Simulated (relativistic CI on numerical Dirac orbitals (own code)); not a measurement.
## Radial parameters of F IV

These numbers are calculated, not measured: Dirac-Coulomb-Breit CI, orbitals from a KLI potential per configuration, model QED (radiative potential, 1s self-energy scaled to tabulated hydrogen-like ionisation energies), valence Slater integrals scaled by 0.85, P86 correlation energy added to each configuration (own radial code, finite nucleus).

Slater integrals F^k, G^k are unscaled and averaged over j, outside the closed core 1s2; ζ comes from projecting the Hamiltonian with its Breit term on Σ l·s of the shell.

- 2s2 2p2: F^2(2p,2p) = 113150, ζ(2p) = 432.99 cm⁻¹; <r>(2p) = 0.8261, <r^2>(2p) = 0.8428 (bohr units).
- 2s 2p3: F^2(2p,2p) = 112470, G^1(2s,2p) = 140370, ζ(2p) = 421.38 cm⁻¹; <r>(2s) = 0.8781, <r^2>(2s) = 0.9116, <r>(2p) = 0.8311, <r^2>(2p) = 0.8531 (bohr units).
- 2p4: F^2(2p,2p) = 111020, ζ(2p) = 412.63 cm⁻¹; <r>(2p) = 0.8406, <r^2>(2p) = 0.8745 (bohr units).

In this model ζ of a weakly bound d, f or g electron outside closed shells comes out too small, for d by up to a factor of two or three and at times with the wrong sign; that of an outer p electron is too small as well.

Correlation outside the listed configurations is missing or only estimated: errors of thousands of cm⁻¹ between configurations and terms are usual at this charge. Rates and lifetimes follow the computed energies and can be off by large factors. The fine structure of a lone outer electron comes out too small, for d and f at times inverted, and misplaced configurations move strength between like terms. 42 of the 49 excited levels that our extract of the measured tables holds in this range could be paired (the sources list more); they are missed by 3588 cm⁻¹ on average and 11919 at most, and levels without a partner can miss by more.

Averages of the first 10 configurations, taken without configuration mixing, which lowers the lowest level and can move excited configurations by several eV; other configurations of the list can lie among them:

```
Configuration  Parity  States  Average energy above the lowest level (eV)
      2s2 2p2    even      15                                         2.1
       2s 2p3     odd      40                                        21.4
          2p4    even      15                                        45.6
    2s2 2p 3s     odd      12                                        53.0
    2s2 2p 3p    even      36                                        58.0
    2s2 2p 3d     odd      60                                        62.7
       2p3 3s     odd      40                                        91.7
    2s2 2p 4s     odd      12                                        70.4
    2s 2p2 3s    even      60                                        69.7
       2p3 3p    even     120                                        96.0
```
